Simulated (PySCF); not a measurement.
F3W, neutral, multiplicity 4. Atoms are numbered in the order given.

```xyz
4

W      0.0000     0.0000     0.0000
F      1.8778     0.0000     0.0000
F     -0.9389    -1.6262     0.0000
F     -0.9389     1.6262     0.0000
```
Charge 0, spin multiplicity 4.

The structure is a stationary point at B3LYP-D3(BJ)/def2-TZVP. The multiplicity is an assumed one; other spin states were not compared. The def2 effective core potentials stand for the cores of W; spin–orbit coupling is left out.

These are B3LYP-D3(BJ)/def2-TZVP in PySCF values and carry that method's errors.

Frequencies are harmonic and unscaled.

Modes within 1.5 cm⁻¹ of each other (mostly degenerate sets) share a row, with their intensities summed.

Q: Give all harmonic wavenumbers and intensities. (An estimate is asked for; the answer gives what the named calculation found.)

A: 
```
mode  ν (cm⁻¹)  IR (km/mol)  moving atoms (share of kinetic energy)
----  --------  -----------  --------------------------------------
1          147          7.7                          F 76 %, W 24 %
2–3        157          9.1                           F 91 %, W 9 %
4–5        676        318.0                          F 85 %, W 15 %
6          680          0.0                                 F 100 %
```
